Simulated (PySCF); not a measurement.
# Electronic absorption of C3H8Si

C₃H₈Si.
SMILES: `C=CC[SiH3]`

Theory: TDDFT B3LYP/def2-SVPD, vertical, gas phase, core orbitals frozen in the response in PySCF. Isolated species at its GFN2-xTB geometry (one conformer only). Torsions of this conformer, `[CH2:1]=[CH:2][CH2:3][SiH3:4]`: C1–C2–C3–Si4 106°.

```tsv
state	E (eV)	E (kJ/mol)	λ (nm)	f	main configurations (H = HOMO, L = LUMO)
S1	6.37	615	194.5	0.0007	H→L+1 (98%)
S2	6.69	645	185.5	0.387	H→L (91%)
S3	7.03	678	176.5	0.035	H→L+2 (94%)
S4	7.30	705	169.8	0.051	H→L+3 (76%), H→L+5 (8%)
S5	7.34	708	169.0	0.0053	H→L+5 (68%), H→L+3 (16%), H→L+4 (14%)
S6	7.46	720	166.1	0.0017	H→L+4 (76%), H→L+5 (21%)
S7	7.74	747	160.2	0.025	H→L+6 (90%)
S8	8.01	772	154.9	0.0032	H-1→L (71%), H-4→L (13%)
```

Triplets (Tamm–Dancoff): T1 4.37 eV, H→L (91%); T2 6.23 eV, H→L+1 (96%); T3 6.89 eV, H→L+2 (94%).

The lowest singlet comes at 195 nm (615 kJ/mol) in the vacuum ultraviolet; it is very weak; its leading configuration is HOMO→LUMO+1 (98%). The strongest level in the table is S2 at 6.69 eV (185 nm, f = 0.387). Löwdin shares by element: HOMO carbon 77%, silicon 8% (atoms not listed hold the other 15%); LUMO carbon 66%, silicon 10% (atoms not listed hold the other 24%). Orbital energies (eV): HOMO-3 -9.48, HOMO-2 -9.36, HOMO-1 -9.29, HOMO -6.97, LUMO -0.09, LUMO+1 0.30, LUMO+2 0.77. Of the 8 states listed, 4 reach f = 0.01 and none stays under 0.0005. The oscillator strengths of these states sum to 0.509; summed over the whole spectrum of an exact calculation they would give the number of electrons, 40 (Thomas–Reiche–Kuhn). The window holds the lowest 8 singlets.
